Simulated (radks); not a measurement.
Results of a calculation; reference values are marked as such.
Question: These are the eigenvalues of the occupied orbitals of an atom or ion with whole-number occupations (Ry). Level of theory: scalar-relativistic Kohn-Sham, r2SCAN, spin-polarised, spherical densities, finite nucleus; meta-GGA in the generalised Kohn-Sham scheme; Fermi nuclear charge, rms radius of each element as measured or else 0.836 A^(1/3) + 0.57 fm (a radial shooting solver on a logarithmic mesh with Libxc functionals).

| orbital | eigenvalue |
|---|---|
| 1s | -7103.893 |

Which element is it, and in what charge state? The configuration may be excited. Open shells, if any, are filled with parallel spins first.

Answer: Z = 81, thallium, charge +79: Tl79+ in [He]. The 1s level, -3551.9 hartree, gives Z - s = 84.3 by -(Z - s)^2/2, which with screening and relativity narrows Z to a few neighbours, and with so few levels the electron count can be read from the list.
